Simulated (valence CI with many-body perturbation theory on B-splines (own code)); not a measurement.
# Energy levels of Sn43+

Calculated by relativistic CI+MBPT: five valence electrons over a frozen Dirac-Fock core [He], a basis of 11 s, 11 p, 10 d, 8 f, 5 g, 2 h functions for each j, with the one-electron correlation potential Σ1 (screened to all orders), the two-electron term Σ2, the three-electron term Σ3, Breit, model QED; selected single and double excitations, second order for the rest, scaled by the run's own slope (own B-spline code, finite nucleus).

The last digits are not significant, and no measured levels were compared; by estimate large intervals hold to a few tenths of a per cent, small ones and those within an open d or f shell to about a per cent. Among the levels kept, up to 7200 cm⁻¹ of a level comes from second order outside the variational space, and about a tenth of that is noise between levels of different J, which matters for small intervals.

Levels 46 to 90 of 202, with energies above the lowest level, (2s^2 2p1/2^2 2p3/2) J=3/2. "Leading %" is the weight of the configuration and term that name the level; weights of strongly mixed levels are sums over their largest components and can fall short. In the jj column 3d3/2^4 stands for four electrons in 3d with j = 3/2. Lifetimes count E1, E2, E3, M1 and M2 decay at the calculated energies, and are blank where another channel may lead or the interval is too uncertain; long ones can be off by a factor of two.

| No. | Configuration | Term | J | E (eV) | Leading % | Lifetime | Second component | Leading jj |
| --- | --- | --- | --- | --- | --- | --- | --- | --- |
| 46 | 2s2 2p2 3d | 2F | 5/2 | 4338.9 | 31 | 3.68 fs | 23 % 2s2 2p2 3d 4D | 2s^2 2p1/2 2p3/2 3d5/2 (70 %) |
| 47 | 2s2 2p2 3d | 2G | 9/2 | 4339.8 | 60 | 63.1 ps | 40 % 2s2 2p2 3d 4F | 2s^2 2p1/2 2p3/2 3d5/2 (99 %) |
| 48 | 2s2 2p2 3d | 4P | 1/2 | 4339.8 | 38 | 2.50 fs | 29 % 2s2 2p2 3d 2P | 2s^2 2p1/2 2p3/2 3d3/2 (96 %) |
| 49 | 2s 2p3 3s | 4D° | 1/2 | 4341.0 | 39 | 24.6 fs | 36 % 2s 2p3 3s 2P° | 2s 2p1/2^2 2p3/2 3s (94 %) |
| 50 | 2s 2p3 3p | 6P | 3/2 | 4343.8 | 22 | 15.4 fs | 13 % 2s2 2p2 3d 4P | 2s 2p1/2^2 2p3/2 3p1/2 (66 %) |
| 51 | 2s 2p3 3s | 2P° | 3/2 | 4344.0 | 30 | 47.9 fs | 20 % 2s 2p3 3s 2D° | 2s 2p1/2^2 2p3/2 3s (96 %) |
| 52 | 2s2 2p2 3d | 2D | 5/2 | 4346.3 | 23 | 11.1 fs | 12 % 2s 2p3 3p 6P | 2s 2p1/2^2 2p3/2 3p1/2 (53 %) |
| 53 | 2s2 2p2 3d | 2D | 5/2 | 4351.1 | 45 | 2.72 fs | 17 % 2s2 2p2 3d 2F | 2s^2 2p1/2 2p3/2 3d5/2 (62 %) |
| 54 | 2s2 2p2 3d | 2F | 7/2 | 4357.3 | 63 | 2.41 fs | 21 % 2s2 2p2 3d 2G | 2s^2 2p1/2 2p3/2 3d5/2 (92 %) |
| 55 | 2s2 2p2 3d | 2D | 3/2 | 4359.0 | 60 | 3.52 fs | 26 % 2s2 2p2 3d 2P | 2s^2 2p1/2 2p3/2 3d5/2 (97 %) |
| 56 | 2s2 2p2 3d | 2P | 1/2 | 4362.0 | 64 | 3.06 fs | 29 % 2s2 2p2 3d 2S | 2s^2 2p1/2 2p3/2 3d5/2 (96 %) |
| 57 | 2s2 2p2 3s | 4P | 5/2 | 4369.8 | 53 | 57.1 fs | 35 % 2s2 2p2 3s 2D | 2s^2 2p3/2^2 3s (87 %) |
| 58 | 2s2 2p2 3s | 2P | 3/2 | 4374.1 | 51 | 20.8 fs | 35 % 2s2 2p2 3s 2D | 2s^2 2p3/2^2 3s (96 %) |
| 59 | 2s 2p3 3p | 2P | 1/2 | 4397.7 | 31 | 44.9 fs | 23 % 2s 2p3 3p 4D | 2s 2p1/2^2 2p3/2 3p1/2 (91 %) |
| 60 | 2s 2p3 3p | 2D | 3/2 | 4399.9 | 31 | 38.0 fs | 27 % 2s 2p3 3p 4F | 2s 2p1/2^2 2p3/2 3p1/2 (96 %) |
| 61 | 2s2 2p2 3s | 2S | 1/2 | 4407.4 | 67 | 40.9 fs | 18 % 2s2 2p2 3s 4P | 2s^2 2p3/2^2 3s (94 %) |
| 62 | 2s 2p3 3p | 4D | 7/2 | 4410.1 | 43 | 812 fs | 39 % 2s 2p3 3p 6P | 2s 2p1/2^2 2p3/2 3p3/2 (95 %) |
| 63 | 2s 2p3 3p | 4P | 3/2 | 4416.7 | 37 | 14.6 fs | 23 % 2s 2p3 3p 2P | 2s 2p1/2^2 2p3/2 3p3/2 (96 %) |
| 64 | 2s 2p3 3p | 4P | 5/2 | 4427.3 | 37 | 15.7 fs | 22 % 2s 2p3 3p 2D | 2s 2p1/2^2 2p3/2 3p3/2 (94 %) |
| 65 | 2s 2p3 3p | 4P | 1/2 | 4431.4 | 38 | 8.25 fs | 29 % 2s 2p3 3p 2P | 2s 2p1/2^2 2p3/2 3p3/2 (92 %) |
| 66 | 2s2 2p2 3p | 2P° | 3/2 | 4437.6 | 26 | 840 fs | 23 % 2s2 2p2 3p 4P° | 2s^2 2p3/2^2 3p1/2 (96 %) |
| 67 | 2s2 2p2 3p | 2D° | 5/2 | 4441.1 | 42 | 2.04 ps | 25 % 2s2 2p2 3p 2F° | 2s^2 2p3/2^2 3p1/2 (97 %) |
| 68 | 2s 2p3 3p | 2D | 5/2 | 4471.4 | 26 | 21.9 fs | 17 % 2s 2p3 3p 4F | 2s 2p1/2^2 2p3/2 3p3/2 (97 %) |
| 69 | 2s 2p3 3d | 4D° | 5/2 | 4473.8 | 29 | 36.7 fs | 29 % 2s 2p3 3d 6D° | 2s 2p1/2^2 2p3/2 3d3/2 (94 %) |
| 70 | 2s2 2p2 3p | 2P° | 1/2 | 4474.5 | 71 | 1.09 ps | 16 % 2s2 2p2 3p 4D° | 2s^2 2p3/2^2 3p1/2 (90 %) |
| 71 | 2s 2p3 3d | 6D° | 3/2 | 4476.2 | 37 | 20.2 fs | 19 % 2s 2p3 3d 4P° | 2s 2p1/2^2 2p3/2 3d3/2 (94 %) |
| 72 | 2s 2p3 3d | 6D° | 7/2 | 4477.0 | 30 | 277 fs | 22 % 2s 2p3 3d 4F° | 2s 2p1/2^2 2p3/2 3d3/2 (78 %) |
| 73 | 2s 2p3 3d | 4P° | 1/2 | 4477.4 | 41 | 63.7 fs | 40 % 2s 2p3 3d 6D° | 2s 2p1/2^2 2p3/2 3d3/2 (94 %) |
| 74 | 2s 2p3 3p | 2P | 3/2 | 4480.3 | 26 | 23.8 fs | 18 % 2s 2p3 3p 4D | 2s 2p1/2^2 2p3/2 3p3/2 (96 %) |
| 75 | 2s 2p3 3p | 4P | 1/2 | 4484.0 | 47 | 260 fs | 14 % 2s 2p3 3p 2S | 2s 2p1/2^2 2p3/2 3p3/2 (96 %) |
| 76 | 2s 2p3 3d | 4F° | 9/2 | 4489.9 | 44 | 46.0 ps | 40 % 2s 2p3 3d 6D° | 2s 2p1/2^2 2p3/2 3d5/2 (96 %) |
| 77 | 2s2 2p2 3p | 2D° | 5/2 | 4493.9 | 34 | 114 fs | 23 % 2s2 2p2 3p 4P° | 2s^2 2p3/2^2 3p3/2 (64 %) |
| 78 | 2s2 2p2 3p | 4D° | 7/2 | 4495.1 | 54 | 564 fs | 37 % 2s2 2p2 3p 2F° | 2s^2 2p3/2^2 3p3/2 (90 %) |
| 79 | 2s2 2p2 3p | 2P° | 1/2 | 4499.0 | 63 | 2.10 ps | 24 % 2s2 2p2 3p 2S° | 2s^2 2p3/2^2 3p3/2 (90 %) |
| 80 | 2s 2p3 3s | 4D° | 5/2 | 4499.8 | 26 | 16.3 fs | 24 % 2s 2p3 3s 6S° | 2s 2p1/2 2p3/2^2 3s (52 %) |
| 81 | 2s 2p3 3d | 4D° | 5/2 | 4507.4 | 20 | 7.60 fs | 16 % 2s 2p3 3d 2D° | 2s 2p1/2^2 2p3/2 3d5/2 (80 %) |
| 82 | 2s 2p3 3d | 4D° | 3/2 | 4508.5 | 31 | 9.79 fs | 15 % 2s 2p3 3d 2D° | 2s 2p1/2^2 2p3/2 3d5/2 (76 %) |
| 83 | 2s 2p3 3d | 4D° | 7/2 | 4513.7 | 43 | 2.75 fs | 27 % 2s 2p3 3d 2F° | 2s 2p1/2^2 2p3/2 3d5/2 (74 %) |
| 84 | 2s 2p3 3s | 4S° | 3/2 | 4514.8 | 39 | 25.1 fs | 26 % 2s 2p3 3s 4D° | 2s 2p1/2 2p3/2^2 3s (85 %) |
| 85 | 2s 2p3 3d | 4D° | 1/2 | 4524.1 | 57 | 3.88 fs | 24 % 2s 2p3 3d 2P° | 2s 2p1/2^2 2p3/2 3d5/2 (86 %) |
| 86 | 2s2 2p2 3p | 2P° | 3/2 | 4528.5 | 58 | 203 fs | 11 % 2s2 2p2 3p 2D° | 2s^2 2p3/2^2 3p3/2 (88 %) |
| 87 | 2s 2p3 3s | 4D° | 7/2 | 4534.4 | 85 | 213 fs | 5 % 2s2 2p2 3p 4D° | 2s 2p1/2 2p3/2^2 3s (85 %) |
| 88 | 2s 2p3 3d | 2F° | 5/2 | 4534.6 | 31 | 65.0 fs | 28 % 2s 2p3 3d 4G° | 2s 2p1/2^2 2p3/2 3d3/2 (97 %) |
| 89 | 2s 2p3 3d | 2D° | 3/2 | 4538.5 | 31 | 6.63 fs | 14 % 2s 2p3 3d 2P° | 2s 2p1/2^2 2p3/2 3d3/2 (70 %) |
| 90 | 2s2 2p2 3p | 2P° | 3/2 | 4541.9 | 49 | 45.2 fs | 12 % 2s2 2p2 3p 2D° | 2s^2 2p3/2^2 3p3/2 (83 %) |
